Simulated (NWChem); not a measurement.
# C4H4F2; SMILES C=C=CC(F)F

```xyz
10

C      0.2824    -2.7894     0.0000
C     -0.1746    -1.5660     0.0000
C     -0.6189    -0.3342     0.0000
C      0.2861     0.8553     0.0000
F      0.0408     1.6233    -1.0870
F      0.0408     1.6233     1.0870
H      0.4782    -3.3198    -0.9377
H      0.4782    -3.3198     0.9377
H     -1.6944    -0.1190     0.0000
H      1.3528     0.5744     0.0000
```
Atoms are numbered in this order, from 1.

Program: NWChem. Geometry: optimised at PBE0/def2-SVP. Atomic charges in e: unrestrained fits to the electrostatic potential beside Mulliken populations; buried atoms are poorly determined by the fit.

Q: Estimate the computed values for B3LYP/def2-SVP. Quantities: ESP C1; Mulliken C1; ESP C2; Mulliken C2; ESP C3; Mulliken C3; ESP C4; Mulliken C4; ESP F5; Mulliken F5; relative RMS misfit of the potential (%).

A: 
```json
{
  "ESP C1": "-0.37",
  "Mulliken C1": "-0.18",
  "ESP C2": "0.12",
  "Mulliken C2": "0.16",
  "ESP C3": "-0.40",
  "Mulliken C3": "-0.20",
  "ESP C4": "0.79",
  "Mulliken C4": "0.47",
  "ESP F5": "-0.31",
  "Mulliken F5": "-0.22",
  "relative RMS misfit of the potential (%)": "30"
}
```
